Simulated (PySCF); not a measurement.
## Nonlinear optical response: 2-mercaptobenzyl alcohol (SMILES C(O)C1=CC=CC=C1S)

Cartesian coordinates in Å; atom numbers follow the order of the lines, from 1:
```xyz
17

O     2.8064    0.8323    0.7807
C     2.1702    0.1587   -0.2864
C     0.7024   -0.0796   -0.0598
C     0.1963   -1.3823   -0.0436
C    -1.1635   -1.6364    0.1192
C    -2.0413   -0.5669    0.2815
C    -1.5580    0.7384    0.2929
C    -0.1927    0.9950    0.1250
S     0.3312    2.6847    0.0882
H     2.5996    0.3576    1.5943
H     2.3050    0.8083   -1.1673
H     2.6703   -0.8024   -0.5054
H     0.8923   -2.2159   -0.1775
H    -1.5345   -2.6635    0.1206
H    -3.1110   -0.7469    0.4134
H    -2.2423    1.5770    0.4429
H     1.5829    2.4365    0.5463
```

Computed, not measured: PySCF 2.14.0, quadratic response CAM-B3LYP/aug-cc-pVDZ first hyperpolarisability, Taylor convention, gas phase. Geometry: PBE0-D3(BJ)/def2-SVP.

Q: What is the first hyperpolarisability, and how does it disperse?

A: In 10⁻³⁰ esu, Taylor convention; the vector part is βᵢ = ⅓ Σⱼ (βᵢⱼⱼ + βⱼᵢⱼ + βⱼⱼᵢ); β∥ is 3/5 of the vector part along the dipole, the dipole points from − to +:
```csv
process,λ (nm),β vector norm,β∥,β HRS,depolarisation ratio
"static β(0;0,0)",∞,1.56,-0.79,0.74,3.45
"second harmonic β(−2ω;ω,ω)",1907,1.71,-0.88,0.81,3.50
"Pockels β(−ω;ω,0)",1907,1.60,-0.82,–,–
"second harmonic β(−2ω;ω,ω)",1064,2.14,-1.14,1.00,3.65
"Pockels β(−ω;ω,0)",1064,1.72,-0.89,–,–
```

Q: Which lowest excitations, dipole and polarisabilities go with it?

A: S1 4.88 eV (f = 0.036); S2 5.17 eV (f = 0.107); S3 5.65 eV (f = 0.037); dipole 2.41 D; isotropic α 109.1 au static, 109.6 au at 1907 nm, 110.6 au at 1064 nm, 111.0 au at 953.5 nm, 115.5 au at 532 nm.
